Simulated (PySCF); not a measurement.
## Stretching KTe

Set-up: PySCF, spin-free X2C with a Gaussian nucleus, basis sets K x2c-SVPall, Te x2c-SVPall. Energies in eV from K + Te in their ground configurations at the same level. State: ²Π (doublet), unpaired electrons π ↑.

```
R (Å)    PBE0   M06-L  CAM-B3LYP
2.724  -1.668  -1.985     -1.660
2.851  -1.953  -2.306     -1.945
2.978  -2.106  -2.487     -2.096
3.073  -2.158  -2.555     -2.146
3.168  -2.172  -2.582     -2.158
3.263  -2.157  -2.577     -2.140
3.390  -2.104  -2.535     -2.083
3.548  -2.003  -2.444     -1.975
3.738  -1.851  -2.301     -1.815
```

Put a parabola through the three lowest points of the PBE0 curve and estimate Re, k and ωe (reduced mass 29.97 u; 1 eV/Å² = 0.16022 mdyn/Å; ωe = 1302.8·√(k/μ) cm⁻¹).

Through R = 3.073, 3.168, 3.263 Å the second-order coefficient is 1.61 eV/Å², so Re ≈ 3.166 Å, k ≈ 0.515 mdyn/Å and ωe ≈ 171 cm⁻¹. A polynomial fit of higher order to the unrounded PBE0 energies gives Re = 3.161 Å, k = 0.520 mdyn/Å, ωe = 172 cm⁻¹; anharmonicity and rounding make the difference.

The higher-order fit for each curve: PBE0: Re = 3.161 Å, ωe = 172 cm⁻¹, De = 2.17 eV; M06-L: Re = 3.198 Å, ωe = 169 cm⁻¹, De = 2.58 eV; CAM-B3LYP: Re = 3.153 Å, ωe = 175 cm⁻¹, De = 2.16 eV.

These are scalar-relativistic numbers at best; spin–orbit coupling would shift them, the dissociation energy most. The state was picked by a PBE0 search and need not be the measured ground state.
